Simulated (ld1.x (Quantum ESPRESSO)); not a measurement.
The numbers below are computed, except where a source is named.
## Potentials for Si compared

Generated with ld1.x 7.5 (TM, RRKJ, ultrasoft, PAW), atompaw 4.2 or ONCVPSP 4.0.1. The cutoff is in Ry: for ld1.x and atompaw files where the sum of valence levels is converged to 10 mRy in a Bessel basis, for ONCV files where the hardest occupied wave has 1 mHa per electron of residual kinetic energy. The error is the largest all-electron minus pseudo excitation energy over each file’s own four to seven test configurations (ionisations up to +4, promotions, holes and added fractions of an electron), all of which were solved. The labels leave out finer settings (local radius, basis sizes, second energies), which also bear on the numbers. Spin-polarised tests are not counted. The rows are a selection from randomly drawn settings: files with unsolved tests, undetermined cutoffs or missed reference levels are left out.

A true bound ghost makes a file unfit for plane-wave use even where its test errors are small: the radial tests pick states by their node count and pass the ghost by.

```tsv
potential	cutoff (Ry)	largest error (meV)	bound ghosts
TM, PBEsol, non-relativistic, rc 1.25/1.50/1.35 (spd), local smoothed, core correction no, reference 3s1.75 3p2.25	50	+152	none
TM, PBE, non-relativistic, rc 1.60/1.90 (sp), local s, core correction no, reference 3s2 3p2	15	+78	none
PAW, PBE, scalar-relativistic, rc 1.70/1.50 (sp), local smoothed, core correction yes, reference 3s1.5 3p2.5	10	-7.4	none
ultrasoft, LDA (PZ), scalar-relativistic, rc 1.65/1.45 (sp), local smoothed, core correction no, reference 3s2 3p0.5	12	+19	p
TM semilocal, PBE, non-relativistic, rc 1.70/1.45/1.80 (spd), local s, core correction yes, reference 3s1.75 3p2.25	40	+50	none
TM, PBE, non-relativistic, rc 1.65/2.30/1.90 (spd), local s, core correction yes, reference 3s2 3p1.75	15	+89	none
```

(1) Fill in the row for Si: TM semilocal, PBE, scalar-relativistic, rc 1.60/1.45 (sp), local s, core correction no, reference 3s2 3p1.5.

(2) Fill in the row for Si: TM, PBEsol, scalar-relativistic, rc 1.25/2.40 (sp), local p, core correction no, reference 3s2 3p2.

Answers

(1) cutoff 40 Ry, largest error +29 meV, bound ghosts: none.

(2) cutoff 50 Ry, largest error +81 meV, bound ghosts: none.
